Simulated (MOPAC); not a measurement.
MOPAC input (PM3):

```
PM3 1SCF CHARGE=1 GEO-OK AUX(PRECISION=9) THREADS=1
H9GeN4

N     1.81160900 1   -0.28985500 1    0.03908800 1
Ge    0.05294600 1    0.08203600 1    0.14480600 1
N    -0.92726700 1   -0.83176900 1    1.34751900 1
N    -0.47920600 1    1.74935200 1   -0.27856900 1
N    -0.56818800 1   -0.88036500 1   -1.55398100 1
H     2.40511200 1    0.32245000 1   -0.50391600 1
H     2.27288500 1   -0.56986000 1    0.89343800 1
H    -0.55559100 1   -1.69444500 1    1.72123200 1
H    -1.38060200 1   -0.29372000 1    2.07283500 1
H    -1.42863600 1    2.02412500 1   -0.06620600 1
H     0.16465600 1    2.50123100 1   -0.07556500 1
H    -1.45823700 1   -1.35142000 1   -1.39422300 1
H    -0.68947300 1   -0.21647900 1   -2.31827800 1
H     0.11698400 1   -1.57856300 1   -1.84149500 1
```

From the output:

```
                                                       MOPAC v23.2.5 Linux

          FINAL HEAT OF FORMATION =         98.53334 KCAL/MOL =     412.26348 KJ/MOL

          COSMO AREA              =        131.35 SQUARE ANGSTROMS
          COSMO VOLUME            =        120.93 CUBIC ANGSTROMS

          IONIZATION POTENTIAL    =         13.711507 EV
          HOMO LUMO ENERGIES (EV) =        -13.712 -5.312
          NO. OF FILLED LEVELS    =         16
          MOLECULAR WEIGHT        =        137.6879         POINT GROUP:  C3

          MOLECULAR DIMENSIONS (Angstroms)

            Atom       Atom       Distance
            H     9    H     6     4.62071
            H    14    H    11     4.42766
            H    13    H     7     4.21732

          SCF CALCULATIONS        =          1

   ATOM   CHEMICAL          X               Y               Z
  NUMBER   SYMBOL      (ANGSTROMS)     (ANGSTROMS)     (ANGSTROMS)

     1       N          1.81160900  *  -0.28985500  *   0.03908800  *
     2      Ge          0.05294600  *   0.08203600  *   0.14480600  *
     3       N         -0.92726700  *  -0.83176900  *   1.34751900  *
     4       N         -0.47920600  *   1.74935200  *  -0.27856900  *
     5       N         -0.56818800  *  -0.88036500  *  -1.55398100  *
     6       H          2.40511200  *   0.32245000  *  -0.50391600  *
     7       H          2.27288500  *  -0.56986000  *   0.89343800  *
     8       H         -0.55559100  *  -1.69444500  *   1.72123200  *
     9       H         -1.38060200  *  -0.29372000  *   2.07283500  *
    10       H         -1.42863600  *   2.02412500  *  -0.06620600  *
    11       H          0.16465600  *   2.50123100  *  -0.07556500  *
    12       H         -1.45823700  *  -1.35142000  *  -1.39422300  *
    13       H         -0.68947300  *  -0.21647900  *  -2.31827800  *
    14       H          0.11698400  *  -1.57856300  *  -1.84149500  *

                             CARTESIAN COORDINATES

   1    N        1.811609000    -0.289855000     0.039088000
   2   Ge        0.052946000     0.082036000     0.144806000
   3    N       -0.927267000    -0.831769000     1.347519000
   4    N       -0.479206000     1.749352000    -0.278569000
   5    N       -0.568188000    -0.880365000    -1.553981000
   6    H        2.405112000     0.322450000    -0.503916000
   7    H        2.272885000    -0.569860000     0.893438000
   8    H       -0.555591000    -1.694445000     1.721232000
   9    H       -1.380602000    -0.293720000     2.072835000
  10    H       -1.428636000     2.024125000    -0.066206000
  11    H        0.164656000     2.501231000    -0.075565000
  12    H       -1.458237000    -1.351420000    -1.394223000
  13    H       -0.689473000    -0.216479000    -2.318278000
  14    H        0.116984000    -1.578563000    -1.841495000

           Empirical Formula: H9 N4 Ge  =    14 atoms

      MOLECULAR POINT GROUP   :   C3

                  EIGENVALUES
 -35.45815 -32.43703 -32.02960 -32.02959 -21.54062 -21.54061 -20.04678 -20.04678
 -20.04606 -19.48540 -17.75880 -17.72220 -17.72220 -14.88874 -13.71151 -13.71151
  -5.31240  -4.32598  -4.32598  -3.29279  -2.34845  -1.07556  -1.07556   0.02197
   0.02197   0.15616   1.02528   1.10119   1.10120

              NET ATOMIC CHARGES AND DIPOLE CONTRIBUTIONS

  ATOM NO.   TYPE          CHARGE      No. of ELECS.   s-Pop       p-Pop
    1          N          -0.206017        5.2060     1.41836     3.78766
    2         Ge           0.611682        3.3883     0.85978     2.52854
    3          N          -0.206017        5.2060     1.41836     3.78766
    4          N          -0.206017        5.2060     1.41836     3.78766
    5          N           0.340455        4.6595     1.28179     3.37776
    6          H           0.083764        0.9162     0.91624
    7          H           0.088550        0.9115     0.91145
    8          H           0.083764        0.9162     0.91624
    9          H           0.088550        0.9115     0.91145
   10          H           0.083764        0.9162     0.91624
   11          H           0.088550        0.9115     0.91145
   12          H           0.049658        0.9503     0.95034
   13          H           0.049658        0.9503     0.95034
   14          H           0.049658        0.9503     0.95034
 DIPOLE           X         Y         Z       TOTAL
 POINT-CHG.    -1.075    -1.666    -2.940     3.546
 HYBRID         0.438     0.679     1.199     1.446
 SUM           -0.637    -0.986    -1.741     2.100

          ATOMIC ORBITAL ELECTRON POPULATIONS

     Atom    s        px        py        pz
    1  N   1.41836   1.04326   1.50755   1.23685
    2 Ge   0.85978   0.84059   0.84179   0.84616
    3  N   1.41836   1.41783   1.10205   1.26778
    4  N   1.41836   1.04621   1.04719   1.69426
    5  N   1.28179   1.06276   1.09644   1.21856
    6  H   0.91624
    7  H   0.91145
    8  H   0.91624
    9  H   0.91145
   10  H   0.91624
   11  H   0.91145
   12  H   0.95034
   13  H   0.95034
   14  H   0.95034

 **********************
 *                    *
 * JOB ENDED NORMALLY *
 *                    *
 **********************

 == MOPAC DONE ==
```

The dipole moment of an ion depends on the origin.

The geometry given is a B3LYP-D3(BJ)/def2-TZVP minimum.
